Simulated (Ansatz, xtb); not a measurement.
# Isomers of C4H6BNO in order of energy

9 gas-phase structures of C4H6BNO, from a drawn sample of its isomers (lower ones may exist). Each was relaxed with GFN2-xTB:

A. `NC1=CC(O)=CB1`, a singlet
B. `NB1C=CC=C1O`, a singlet
C. `NC1=CBC=C1O`, a singlet
D. `NC1=C(O)C=CB1`, a singlet
E. `NC1=C(O)BC=C1`, a singlet
F. `NC1=CBC(O)=C1`, a singlet
G. `NB1C=CC(O)=C1`, a singlet
H. `NC1=CC=C(O)B1`, a singlet
I. `NC1=CC=CB1O`, a singlet

**Question.** Which do you expect lowest at r2SCAN-D4/def2-SVP, and how would the others follow?

**Answer.** Calculated order at r2SCAN-D4/def2-SVP: I (0.0), G (1.9), B (10.6), C (33.1), A (34.1), F (36.2), E (47.3), D (52.3), H (55.7) kcal/mol.

Energies above the lowest of each column, in kcal/mol; the last columns are at B3LYP/def2-SVP geometries and were run for some of them only (a dash: not run or not comparable):

| structure | GFN2-xTB | HF/STO-3G | r2SCAN-D4/def2-SVP | B3LYP/def2-SVP | CCSD(T)/def2-SVP + ΔMP2/def2-TZVPP |
| --- | --- | --- | --- | --- | --- |
| I | 0.0 | 4.7 | 0.0 | 0.0 | 0.8 |
| G | 4.8 | 0.0 | 1.9 | 3.0 | 0.0 |
| B | 9.3 | 6.1 | 10.6 | 11.1 | 8.3 |
| C | 19.5 | 39.7 | 33.1 | – | – |
| A | 21.2 | 42.3 | 34.1 | – | – |
| F | 20.8 | 41.6 | 36.2 | – | – |
| E | 27.7 | 49.1 | 47.3 | – | – |
| D | 31.1 | 50.6 | 52.3 | – | – |
| H | 32.2 | 53.5 | 55.7 | – | – |

CCSD(T)/def2-SVP + ΔMP2/def2-TZVPP has G and I within 1 kcal/mol of each other at the bottom, and every level picks one of them. CCSD(T)/def2-SVP + ΔMP2/def2-TZVPP orders those it was run on as G (0.0), I (0.8), B (8.3) kcal/mol. Less than 1 kcal/mol parts G and I, so the order within that pair means little. Flexible structures stand in one conformer each, not always the lowest. Frequencies (GFN2-xTB) were run for B, G, I alone. ΔMP2 is the change of the MP2 energy from the smaller to the larger basis.

Over these structures GFN2-xTB departs from r2SCAN-D4/def2-SVP by 8.1 kcal/mol on average once a common shift is removed. A GFN2-xTB relaxation took about 0.072 s and the r2SCAN-D4/def2-SVP energy about 1.3 s on a shared host (Ansatz 0.2.0, xtb 6.7.1).
